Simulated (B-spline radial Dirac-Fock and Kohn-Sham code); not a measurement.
# Two-hole binding energies of Dy³⁶⁺

System: Dy³⁶⁺ in the configuration [Ar] 3d10 4s2.

Level of theory: relaxed Dirac-Fock hole states (ΔSCF) with Breit and QED corrections and a finite nucleus; an atomic code on a B-spline grid. U is the two-hole binding energy less the two single-hole energies, the effective repulsion of the holes after relaxation. Each two-hole energy is an average over J within one jj subconfiguration.

```
          holes  E(a) (eV)  E(b) (eV)  E(ab) (eV)  U (eV)
   1s⁻¹ 2p1/2⁻¹    55353.7    10120.2     65870.3   396.5
   1s⁻¹ 2p3/2⁻¹    55353.7     9325.7     65026.9   347.5
   1s⁻¹ 3p1/2⁻¹    55353.7     3298.2     58803.8   151.9
   1s⁻¹ 3p3/2⁻¹    55353.7     3123.8     58617.6   140.1
   1s⁻¹ 3d3/2⁻¹    55353.7     2793.2     58284.2   137.3
   1s⁻¹ 3d5/2⁻¹    55353.7     2755.6     58243.6   134.3
           2s⁻²    10586.3    10586.3     21412.9   240.4
   2s⁻¹ 2p1/2⁻¹    10586.3    10120.2           ?       ?
   2s⁻¹ 3p3/2⁻¹    10586.3     3123.8     13832.2   122.1
   2s⁻¹ 3d5/2⁻¹    10586.3     2755.6     13472.6   130.8
2p1/2⁻¹ 3d3/2⁻¹    10120.2     2793.2     13045.2   131.9
   2p3/2⁻¹ 3s⁻¹     9325.7     3499.8     12948.3   122.7
2p3/2⁻¹ 3d5/2⁻¹     9325.7     2755.6     12211.5   130.2
        3d5/2⁻²     2755.6     2755.6      5618.4   107.2
```

Q: Give the missing two-hole energy and U.

A: E(ab) = 20937.3 eV and U = 230.9 eV.

Values without a named source are computed, but for edge energies of neutral atoms, which are taken from tables.
